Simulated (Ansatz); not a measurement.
Input for Ansatz (a quantum-chemistry and plane-wave program): R-PBE0/def2-TZVPP on C2H4BCl (SMILES C=CBCl), a point of a torsion scan.

Ansatz 0.2 input:
```yaml
crystal:
  periodic: [false, false, false]
  atoms:
    - {symbol: C, position_ang: [-1.15690737, 0.09444583, -0.13130192]}
    - {symbol: C, position_ang: [-0.13456893, -0.38973117, 0.57315723]}
    - {symbol: B, position_ang: [1.34762603, -0.06200651, 0.26287437]}
    - {symbol: Cl, position_ang: [2.54393362, -1.20737167, 0.63183372]}
    - {symbol: H, position_ang: [-1.00287002, 0.80989418, -0.92320056]}
    - {symbol: H, position_ang: [-2.17877800, -0.20361531, 0.04464364]}
    - {symbol: H, position_ang: [-0.36236942, -1.12574660, 1.33742674]}
    - {symbol: H, position_ang: [1.67145259, 0.92594332, -0.28150045]}
basis:
  gaussian:
    orbitals: def2-TZVPP
hamiltonian:
  xc: {name: PBE0}
scf: {lower_state_search: off}
```

What total energy does the run end on?

-563.4412 hartree.
